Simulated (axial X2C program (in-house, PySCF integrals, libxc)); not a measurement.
# Correcting the dissociation energy of ZrN for spin–orbit coupling

A spin-free PBE0 curve (one-electron X2C) was computed with an in-house relativistic program for diatomic molecules, basis Zr dyall-cv3z [11s12p9d6f3g], N dyall-av3z [7s7p3d2f] (cores contracted in-house), for the state M_S = 1/2, Λ = 0 (beyond evenly filled blocks: σα). It gives D0 = 6.129 eV to Zr + N, which in a spin-free picture are the weighted means of the ground terms.

Measured levels of the ground terms (NIST Handbook of Basic Atomic Spectroscopic Data), in cm⁻¹: Zr 3F: J = 2 at 0, J = 3 at 570.4, J = 4 at 1240.8; N 4S: J = 3/2 at 0.

The molecular state has Λ = 0, so it has no first-order lowering.

(1) How far does each ground level lie under the (2J+1)-weighted mean of its term?

(2) Correct D0.

Second-order spin–orbit effects in the molecule, which grow quickly with Z, are left out. One determinant describes the state; a PBE0 search over occupations chose it and may have missed a lower one. De is counted from the lowest determinant-based energies of the atoms at the same level, without counterpoise correction.

## Answers

(1) Zr: (5 × 0 + 7 × 570.4 + 9 × 1240.8)/21 = 722 cm⁻¹; N: a single level, 0.

(2) D0 = 6.129 + (0 − 722)/8065.5 = 6.039 eV at PBE0 with these spin–orbit terms.
